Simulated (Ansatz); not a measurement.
`C[SiH2]B1N[SiH2]1`, relaxed with RKS PBE0-D4/def2-TZVP in Ansatz from a PBE-D4/def2-SVP geometry. The force threshold is 0.005 eV/Å; the program also tests the step.

The species carries charge 0 and has multiplicity 1.

Start:

```xyz
13

C    -1.617    0.022    1.790
Si   -0.007    0.796    1.140
B     0.608    0.037   -0.610
N     0.306   -0.980   -1.505
Si    1.711   -0.131   -2.235
H    -1.913    0.476    2.758
H    -1.495   -1.070    1.946
H    -2.446    0.176    1.070
H    -0.192    2.287    0.990
H     1.094    0.598    2.155
H    -0.383   -1.736   -1.583
H     2.937   -0.993   -2.361
H     1.398    0.518   -3.556
```

Task: By how much does the energy fall, and how many steps does the optimiser take? (An estimate is asked.)

Result: Ansatz gave: 1.46 kcal/mol, in 13 steps.

Task: Which bonds change most? (Best estimate.)

Result: The calculation gave: N4–Si5 from 1.797 to 1.753 Å; B3–Si5 from 1.971 to 1.943 Å; C1–Si2 from 1.901 to 1.879 Å; Si5–H13 from 1.505 to 1.485 Å.

Task: Give the relaxed structure. (Estimate.)

Result: Computed: 
```xyz
13

C    -1.575   -0.011    1.793
Si   -0.023    0.810    1.123
B     0.604    0.058   -0.615
N     0.259   -0.914   -1.533
Si    1.705   -0.179   -2.199
H    -1.875    0.437    2.743
H    -1.409   -1.078    1.959
H    -2.406    0.098    1.091
H    -0.268    2.270    0.939
H     1.082    0.678    2.116
H    -0.469   -1.605   -1.631
H     2.874   -1.090   -2.295
H     1.501    0.526   -3.490
```
